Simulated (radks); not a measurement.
The mean radii <r> (bohr) of the occupied orbitals of an atom or ion are listed with their occupations. Calculated with a radial shooting solver on a logarithmic mesh with Libxc functionals: scalar-relativistic Kohn-Sham, PBE, spin-unpolarised, spherical densities, point nucleus.

orbital  occ.      <r>
1s          2  0.03260
2s          2   0.1393
2p          6   0.1210
3s          1   0.3362

Name the element and its charge.

Answer. Z = 45, rhodium, charge +34: Rh34+ in [Ne] 3s1. The 1s radius gives Z: for a bare nucleus <r> = (2 gamma + 1)/(2Z) with gamma = sqrt(1 - (Z/c)^2), 0.0321 bohr for Z = 45, and screening makes it slightly larger (0.03260 here). The occupations add up to 11, and the charge is Z minus that.
